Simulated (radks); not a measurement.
Results of a calculation; reference values are marked as such.
Q: The boron ion B4+, 1s1. Code: a radial shooting solver on a logarithmic mesh with Libxc functionals. Model: non-relativistic Kohn-Sham, exchange-only B88, spin-polarised, spherical densities, point nucleus. Every spin shell is full or empty, so the densities are truly spherical. Functionals are evaluated on that one density, not self-consistently. Rank these exchange functionals by their error against the exact value of the orbitals, and give that value: LDA, RPBE, PW91, B86b, G96, EV93, r2SCAN, TASK, MVS.

A: Exact: -1.55772 hartree. From best to worst, with 100 (|E| - |E exact|)/|E exact| (equal figures are ties): TASK +0.04, r2SCAN +0.04, MVS +0.04, RPBE -0.33, G96 -0.35, B86b -1.07, PW91 -1.72, EV93 +3.80, LDA -14.19.
